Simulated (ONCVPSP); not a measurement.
# Ranking ONCV potentials for hydrogen

All share these settings but for the change named:

- Element: hydrogen
- Generator: ONCVPSP 4.0.1
- Type: optimised norm-conserving Vanderbilt (ONCV)
- Functional: PBEsol
- Relativity: fully relativistic
- Frozen core: none
- Valence charge: 1
- Reference configuration: 1s0.5 (charge +0.5)
- Partial waves: 1s: rc 1.35 bohr, ncon 4, nbas 7, qcut 10 1/bohr, 2 projectors, debl 2.6 Ha; p scattering state at 0.04 Ha: rc 1.40 bohr, ncon 4, nbas 7, qcut 5.7 1/bohr, 3 projectors, debl 2.1 Ha
- Local potential: polynomial inside 1.30 bohr (lpopt 5, dvloc0 -1 Ha)
- Core correction: none

Open shells are filled in proportion to 2j + 1.

Cutoff: the first of the cutoffs (Ha) at which the residual kinetic energy of the hardest occupied pseudo-wave falls to 1 and 0.1 mHa per electron; the density cutoff is not measured.

The base gives 18 Ha.

Of 9 variants that were run, those that failed, showed a ghost or another fault, or gave nearly equal values are left out.

A variant can come out equal or close to the base.

Question: Rank these variants from softest to hardest (loose cutoff).
A. s: rc 0.96; local potential polynomial inside 0.96 bohr (lpopt 5, dvloc0 -1 Ha)
B. s: rc 1.8
C. s: rc 1.16; local potential polynomial inside 1.16 bohr (lpopt 5, dvloc0 -1 Ha)
D. s: rc 1.94
E. s: rc 1.48

Answer: D (12 Ha), B (14 Ha), E (17 Ha), C (20 Ha), A (23 Ha).
